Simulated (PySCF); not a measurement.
GaCl3, SMILES [Cl][Ga]([Cl])[Cl].

Geometry optimised at PBE0-D3(BJ)/def2-SVP. The isomer is the one that the SMILES or the coordinates give; other isomers of the formula were not compared.

These are TDDFT-CAM-B3LYP/def2-SVPD (PySCF 2.14.0) values and carry that method's errors.

Vertical excitations; the highest root listed may be one member of a degenerate set.  State labels are in the subgroup C2v.

```
state  symmetry  energy (eV)  λ (nm)      f                      main pairs
-----  --------  -----------  ------  -----  ------------------------------
S1           B1         6.08     204  0.000                  HOMO→LUMO 96 %
S2           A2         6.36     195  0.000    HOMO−2→LUMO (degenerate set)
S3           B2         6.36     195  0.000    HOMO−1→LUMO (degenerate set)
S4           B1         6.51     190  0.058    HOMO−3→LUMO (degenerate set)
S5           A1         6.51     190  0.058    HOMO−4→LUMO (degenerate set)
S6           A2         6.66     186  0.000                HOMO→LUMO+1 99 %
S7           A2         6.98     178  0.000  HOMO−3→LUMO+1 (degenerate set)
S8           B2         6.98     178  0.000  HOMO−4→LUMO+1 (degenerate set)
S9           B2         7.19     172  0.063                HOMO−5→LUMO 95 %
S10          B1         7.27     171  0.056              HOMO−2→LUMO+1 82 %
T1           B1         5.71     217      0                  HOMO→LUMO 94 %
T2           B1         6.00     207      0    HOMO−3→LUMO (degenerate set)
T3           A1         6.00     207      0    HOMO−4→LUMO (degenerate set)
T4           B2         6.00     207      0                HOMO−1→LUMO 93 %
```
Triplets are in the Tamm–Dancoff approximation, which puts them higher than full response would, so one can lie above its singlet here.
